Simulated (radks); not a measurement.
Results of a calculation; reference values are marked as such.
Radial electron density D(r) = 4 pi r^2 rho(r) of an atom or ion with 41 electrons. Level of theory: Dirac Kohn-Sham, PBE, spin-unpolarised, spherical densities, point nucleus (a radial shooting solver on a logarithmic mesh with Libxc functionals).

```
   r/bohr * D(r) (the largest magnitude, 73.4, reaches the edge; | marks zero)
 0.002384 |   *
 0.003104 |     *
 0.004009 |        *
 0.005221 |            *
 0.006744 |                  *
 0.008781 |                        *
  0.01143 |                                *
  0.01477 |                                      *
  0.01923 |                                           *
  0.02504 |                                           *
  0.03235 |                                        *
  0.04212 |                                     *
  0.05485 |                                       *
  0.07085 |                                               *
  0.09226 |                                                      *
   0.1192 |                                                   *
   0.1552 |                                        *
   0.2021 |                                    *
    0.261 |                                         *
   0.3399 |                                         *
   0.4426 |                          *
   0.5717 |             *
   0.7444 |           *
   0.9694 |           *
    1.252 |      *
     1.63 |  *
    2.106 |*
    2.743 *
    3.571 *
```

What is the nuclear charge?

Answer. Z = 46. The innermost maximum, from 1s, lies near gamma/Z bohr with gamma = sqrt(1 - (Z/c)^2) = 0.942, here 0.0205 bohr (found: 0.0224), and its height grows with Z. The density is that of the palladium ion Pd5+ in [Kr] 4d5; the configuration itself is not fixed sharply by these data, and Z only to a few units. D(r) has 4 maxima, at r = 0.0224, 0.0984, 0.299, 0.860 bohr, and minima at 0.0446, 0.194, 0.687 bohr, inside which lie 2.04, 11.16, 29.17 electrons.
